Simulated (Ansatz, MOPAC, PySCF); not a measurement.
CH2BiF3O2, SMILES `[OH][Bi]([OH])[C](F)(F)F` (H–O–Bi–O torsion 59°, O–Bi–O–H torsion -57°), neutral singlet in the gas phase. In the def2 sets core potentials replace the inner electrons of Bi.

Cartesian coordinates (Å):
```xyz
9

O     -1.7300     1.1655    -0.6443
Bi    -0.6689    -0.4940    -1.3227
O     -1.1400    -1.8636     0.1752
C      1.1875     0.2099    -0.0891
F      2.1313    -0.7281     0.0204
F      0.7777     0.5087     1.1620
F      1.7621     1.3078    -0.5869
H     -1.4360     1.4198     0.2412
H     -0.8836    -1.5260     1.0442
```
Charge 0, spin multiplicity 1.

All levels are single points at this geometry (PBE0-D3(BJ)/def2-SVP); Pople sets use spherical d functions. Orbital energies aren't observables, and empty levels follow the basis.

HF/6-31G* (LANL2DZ on Bi) in PySCF gives gap (eV) = 12.86.

### Question
Estimate the gap (eV) from each of these levels: B3LYP-D3(BJ)/def2-TZVP in Ansatz (an electronic-structure program); CAM-B3LYP-D3(BJ)/def2-TZVP in Ansatz; PBE-D3(BJ)/def2-TZVP in Ansatz; B3LYP/6-31G* (LANL2DZ on Bi) in PySCF; AM1 in MOPAC; PM3 in MOPAC; PM6 in MOPAC; PM7 in MOPAC.

### Answer

| level | gap (eV) |
|---|---|
| B3LYP-D3(BJ)/def2-TZVP in Ansatz | 6.25 |
| CAM-B3LYP-D3(BJ)/def2-TZVP in Ansatz | 8.98 |
| PBE-D3(BJ)/def2-TZVP in Ansatz | 4.57 |
| B3LYP/6-31G* (LANL2DZ on Bi) in PySCF | 6.22 |
| AM1 in MOPAC | 6.13 |
| PM3 in MOPAC | 8.59 |
| PM6 in MOPAC | 9.39 |
| PM7 in MOPAC | 8.32 |
